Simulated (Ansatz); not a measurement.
```yaml
crystal:
  periodic: [false, false, false]
  atoms:
    - {symbol: C, position_ang: [1.166201, -1.150805, 2.214213]}
    - {symbol: S, position_ang: [1.005875, -1.984532, -1.126909]}
    - {symbol: Al, position_ang: [-1.177696, 1.037625, -2.733323]}
    - {symbol: Cl, position_ang: [-1.987030, 0.977028, -6.576234]}
    - {symbol: Cl, position_ang: [-2.485223, 4.037794, -0.534942]}
    - {symbol: H, position_ang: [3.138034, -1.257122, 2.792111]}
    - {symbol: H, position_ang: [0.453883, 0.744564, 2.571112]}
    - {symbol: H, position_ang: [0.059998, -2.512644, 3.288338]}
basis:
  gaussian: {orbitals: "6-31G*"}
hamiltonian: {xc: {name: RPBE}, dispersion: d3bj}
scf: {lower_state_search: off}
```

```sh
$ ansatz run in.yaml --threads 4 --pin off --events-out ev --progress --plain --max-ram 10444MiB
```

It prints (some lines left out):

```
Functional definition: RPBE
1167 factors; their error is unknown
mean field evaluation 1: about -43530.0390 eV, gradient 3.6e1 eV
mean field evaluation 2: about -42955.0164 eV, gradient 1.9e2 eV
mean field evaluation 4: about -43504.9495 eV, gradient 6.1e1 eV
mean field evaluation 8: about -43539.8780 eV, gradient 1.5e0 eV
mean field evaluation 16: about -43540.0643 eV, gradient 1.3e0 eV
mean field evaluation 32: about -43540.0545 eV, gradient 2.3e-1 eV
mean field -43540.05555882 eV, -1600.0675292770 hartree, gradient 3.3e-6 eV, S^2 0.000000; 0 other end points of the search recorded, 0 dependent functions left out
reference -43540.05561799 eV, -1600.0675314516 hartree; 36, 36 occupied and 61, 61 virtual orbitals, 1167 factors
Total energy: -43540.46491913 eV, -1600.0825729909 hartree
Checks for a lower state left out: stability, starts, cluster_reference, orbital_swaps, neighbouring_geometries, increment
```

(1) What is wrong with this run?

Answers

(1) The coordinates are in bohr but typed as ångström. The calculation finished and met its thresholds. The result belongs to that input, not to the molecule as meant.
